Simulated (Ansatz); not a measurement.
## Energy differences in RhCl₆ (charge -3)

Computed with Ansatz's Gaussian-basis code (development build). Basis cc-pwCVTZ-PP on Rh, cc-pV(T+d)Z on Cl, scalar-relativistic core potentials (28 electrons on Rh), no spin–orbit coupling, 30 orbitals frozen in the corrections, fitted integrals; active space CAS(6,5). Restricted Hartree–Fock, then the lowest state-specific CASSCF solution met for each case. On stretched bonds single-reference methods can fail or change state. Solutions in different active orbitals can move differences by tenths of an eV and at times more than 1 eV.

Case A, triplet:

```xyz
7

Rh    0.0000    0.0000    0.0000
Cl    2.3500    0.0000    0.0000
Cl   -2.3500    0.0000    0.0000
Cl    0.0000    2.3500    0.0000
Cl    0.0000   -2.3500    0.0000
Cl    0.0000    0.0000    2.3500
Cl    0.0000    0.0000   -2.3500
```

Case B, singlet: the shape of A.

Energy less that of case A, in eV:

```csv
case,RHF/ROHF,CASSCF
B,-1.478,-1.793
```

(1) What does SC-NEVPT2 give for these differences?

(2) Which case is lowest, and do the methods agree?

Answers

(1) B: -1.604 eV (-37.0 kcal/mol).

(2) B is lowest in SC-NEVPT2. Of the methods shown, RHF/ROHF, CASSCF agree.
